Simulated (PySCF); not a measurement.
## Fractional electron number in Ru (ruthenium, neutral)

The 5s alpha orbital of [Kr] 4d7 5s1 is emptied in steps (occupation f), with all orbitals relaxed, ending at [Kr] 4d7. Calculation: PySCF 2.14, in def2-TZVPPD with the def2 core potential (28 electrons) (6s4p3d2f1g, 56 functions); scalar relativity through the core potential. The exact energy is a straight line in f; departures are measured from the line between the end points of the same method.

```tsv
f	UHF (eV)
1	0.000
0.8	0.025
0.6	0.036
0.4	0.035
0.2	0.023
0	0.000
```

Question: For UHF, how does the orbital energy at f = 1 compare with the removal energy?

Answer: −ε = 6.458 eV against a total-energy difference of 6.301 eV. By Janak's theorem ε = ∂E/∂f, so the gap between them reflects the curvature. Along the path −ε is 6.391 (f = 0.8), 6.327 (f = 0.6), 6.268 (f = 0.4), 6.212 (f = 0.2) eV.

Reference removal energy between the ground levels: 7.361 eV (measured; NIST Atomic Spectra Database, ionization energies). The calculation has no spin-orbit coupling. UHF lacks correlation.
